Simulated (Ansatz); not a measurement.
Cartesian coordinates in Å:
```
C -0.724 0.195 1.198
C 0.298 0.397 0.369
Cl 1.578 1.482 0.832
Al 0.356 -0.513 -1.342
F 1.621 -0.263 -2.363
H -0.808 0.676 2.168
H -1.523 -0.482 0.908
H -0.799 -1.493 -1.770
```

Charge 0, multiplicity 1.

Task: List the CAM-B3LYP/def2-TZVPP orbital energies in eV (the Gaussian-basis code of Ansatz). (Best estimate.)

Result: Computed: Occupied: -2764.61, -1527.06, -672.77, -280.31, -279.55, -259.35, -198.46, -198.24, -198.22, -115.09, -75.84, -75.67, -75.61, -33.49, -26.02, -22.76, -17.47, -15.33, -14.67, -13.94, -13.33, -13.25, -12.03, -11.94, -11.09, -9.62, -9.09. Lowest empty: -0.68, 0.89, 1.03, 1.55, 2.28, 3.26, 3.44, 4.41.
